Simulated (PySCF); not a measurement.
**Polarisability and C₆ of Ir (iridium, neutral)**

[Xe] 4f14 5d7 6s2, high-spin 4F determinant. Calculation: PySCF 2.14, in ANO-RCC-VTZP; scalar relativity by spin-free X2C-1e. Coupled (time-dependent) response in atomic units; α is the mean over directions. The basis has no added diffuse functions, which lowers α and C₆.

| method | mean α (bohr³) | C₆ (like pair) | S(−4) |
| --- | --- | --- | --- |
| PBE0 | 43.57 | 470.0 | 605.4 |

S(−4) is the Cauchy moment in α(ω) = α(0) + S(−4) ω² + …

Reference α: 54 ± 7 bohr³ (recommended; Schwerdtfeger and Nagle, table of static dipole polarizabilities (2023 update)). Published C₆: 522.0 (Gould and Bucko (2016)).

Spin-orbit coupling is absent.

α(iu) at PBE0:

```tsv
u (hartree)	α(iu) (bohr³)
0	43.57
0.0500	42.12
0.100	38.46
0.200	29.37
0.300	22.04
0.500	13.77
0.750	9.126
1.00	6.723
1.50	4.190
2.00	2.871
3.00	1.585
5.00	0.6927
```

A single London oscillator, α(iu) = α/(1 + u²/ω²), gives C₆ = (3/4) ω α². Matching the computed C₆ needs ω = 4 × 470.0 / (3 × 43.57²) = 0.330 hartree.

Spin-orbit coupling, absent here, splits the open shell strongly.
